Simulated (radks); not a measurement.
Ba+, configuration [Xe] 6s(up 0.875, down 0.125) (fractional occupations, a model configuration). All-electron calculation, scalar-relativistic Kohn-Sham, PBEsol, spin-polarised, spherical densities, finite nucleus; Fermi nuclear charge, rms radius 4.8378 fm. Program: a radial shooting solver on a logarithmic mesh with Libxc functionals.

Normalised radial functions P(r) = r R(r), r in bohr:

```
   r/bohr * 5p up, o 5p down, + 6s up (the largest magnitude, 0.836, reaches the edge; | marks zero, & curves that meet)
 0.004793                             &+
 0.006496                             &+
 0.008874                             |&+
  0.01203                             |&+
   0.0163                             |+&
  0.02209                             |+ &
  0.03018                             +   &
   0.0409                            +|     &
  0.05543                           + |     &
  0.07513                          +  |    &
   0.1018                           + | &
   0.1391                         &   |+
   0.1885                    &        |  +
   0.2555                      &      |  +
   0.3463                            +|&
    0.473                        +    |           &
   0.6411                         +   |           &
   0.8689                            &|  +
    1.178           &                 |        +
    1.596  &                          |     +
     2.18      &                  +   |
    2.955              +  &           |
    4.005           +             &   |
    5.427                +           &|
    7.414                       +     &
    10.05                            +&
    13.62                             &
```

5p up: eigenvalue -24.409 eV, 3 radial nodes at r = 0.112, 0.334, 0.858 bohr, <r> = 1.91 bohr, 90 % of the charge inside 2.80 bohr. 5p down: eigenvalue -24.316 eV, 3 radial nodes at r = 0.112, 0.334, 0.858 bohr, <r> = 1.91 bohr, 90 % of the charge inside 2.78 bohr. 6s up: eigenvalue -7.851 eV, 5 radial nodes at r = 0.0316, 0.125, 0.330, 0.777, 1.95 bohr, <r> = 4.29 bohr, 90 % of the charge inside 6.16 bohr.
